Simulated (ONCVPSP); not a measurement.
## Potentials for nitrogen compared

Generated with ld1.x 7.5 (TM, RRKJ, ultrasoft, PAW), atompaw 4.2 or ONCVPSP 4.0.1. The cutoff is in Ry: for ld1.x and atompaw files where the sum of valence levels is converged to 10 mRy in a Bessel basis, for ONCV files where the hardest occupied wave has 1 mHa per electron of residual kinetic energy. The error is the largest all-electron minus pseudo excitation energy over each file’s own four to seven test configurations (ionisations up to +4, promotions, holes and added fractions of an electron), all of which were solved. The labels leave out finer settings (local radius, basis sizes, second energies), which also bear on the numbers. Spin-polarised tests are not counted. The rows are a selection from randomly drawn settings: files with unsolved tests, undetermined cutoffs or missed reference levels are left out.

A true bound ghost makes a file unfit for plane-wave use even where its test errors are small: the radial tests pick states by their node count and pass the ghost by.

```csv
potential,cutoff (Ry),largest error (meV),bound ghosts
"ONCV, LDA (Perdew-Wang 92), scalar-relativistic, rc 1.05/2.05/1.90 (spd), local s, core correction yes, reference 2s1.5 2p3.5, qcut 4.8/7.2/4.8, projectors 0/2/1",248,+642,none
"ONCV, PW91, scalar-relativistic, rc 0.80/1.75/1.60 (spd), local smoothed, core correction yes, reference 2s2 2p3, qcut 8.7/6.8/6.5, projectors 2/2/1",60,+1276,none
"ONCV, PBE, scalar-relativistic, rc 1.10/1.95/1.90 (spd), local smoothed, core correction no, reference 2s1 2p4, qcut 5.8/8.2/4.7, projectors 2/2/3",57,+1864,none
"ONCV, PBEsol, scalar-relativistic, rc 0.70/1.35/1.05 (spd), local smoothed, core correction no, reference 2s2 2p1, qcut 11.3/10.2/9.4, projectors 2/2/2",68,+140,s
"ONCV, LDA (Perdew-Wang 92), scalar-relativistic, rc 0.90/2.15/1.85 (spd), local smoothed, core correction yes, reference 2s1.75 2p3.25, qcut 7.6/5.8/5.8, projectors 1/2/2",58,+835,none
"ONCV, LDA (Perdew-Zunger), scalar-relativistic, rc 0.90/2.20/1.75 (spd), local smoothed, core correction no, reference 2s2 2p1.5, qcut 7/4.9/6.2, projectors 2/2/1",61,+952,none
```

Fill in the row for N: ONCV, LDA (Perdew-Wang 92), fully relativistic, rc 0.90/1.25/1.10 (spd), local smoothed, core correction yes, reference 2s2 2p2.5, qcut 5.7/6.9/9.9, projectors 2/3/2.

cutoff 221 Ry, largest error +107 meV, bound ghosts: none.

Fill in the row for N: ONCV, LDA (Perdew-Wang 92), scalar-relativistic, rc 0.85/1.35 (sp), local s, core correction yes, reference 2s2 2p2, qcut 6.2/9.4, projectors 0/2.

cutoff 112 Ry, largest error +201 meV, bound ghosts: none.

Fill in the row for N: ONCV, LDA (Perdew-Wang 92), scalar-relativistic, rc 1.00/2.45 (sp), local smoothed, core correction yes, reference 2s2 2p3, qcut 8.2/5.2, projectors 1/2.

cutoff 56 Ry, largest error +3293 meV, bound ghosts: none.
